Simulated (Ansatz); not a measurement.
Pulling the pair apart

The pair of Li⁺ (SMILES [Li+], atom 1) and F⁻ (SMILES [F-], atom 2), both closed shells, in one local arrangement (a lower one may exist), relaxed at PBE0-D4/def2-TZVP:

Li1  (0.000, 0.000, -0.780)
F2  (0.000, 0.000, 0.780)
(Å)

F⁻ is shifted rigidly along the line between the mean atom positions of the two fragments (negative: closer). Counterpoise interaction energies in kJ/mol. Computed with Ansatz 0.2.0 (basis: def2-TZVPPD); correlated methods freeze the cores. The outer core shell of Li, Na, Mg and K is correlated. B3LYP uses VWN-RPA correlation.

```
shift (Å)  wB97M-V  B3LYP-D4     MP2
    -0.16   -736.5    -742.7  -721.6
    -0.08   -758.1    -763.7  -745.1
     0.00   -765.4    -770.4  -753.9
     0.08   -763.1    -767.5  -752.9
     0.19   -749.5    -753.3  -740.9
     0.39   -708.3    -711.3  -701.7
     0.78   -616.3    -619.9  -611.7
     1.56   -468.0    -474.3  -463.8
```

(1) What does CCSD(T) give at these shifts? (Judge from chemistry; the value comes from the calculation.)

T1 diagnostic: at most 0.027. The T1 diagnostic is large here, which may signal multireference character or strong orbital relaxation, so CCSD(T) is less sure.

## Answers

(1) Computed: -726.7, -749.6, -757.9, -756.4, -743.7, -703.5, -612.4, -464.5 kJ/mol. For zero shift, CCSD(T) at an estimated basis limit (MP2 extrapolated from triple and quadruple zeta, plus CCSD(T) − MP2 in triple zeta) gives -767.2 kJ/mol. These are counterpoise interaction energies, counted from the two frozen fragments.

For scale, one of the runs: CCSD(T)/def2-TZVPPD, 62 basis functions, launched by `ansatz run in.yaml --threads 2 --pin off --events-out ev --progress --plain --max-ram 5222MiB`. Hardware: 2 CPU threads, shared host. Wall time about 0.65 s.
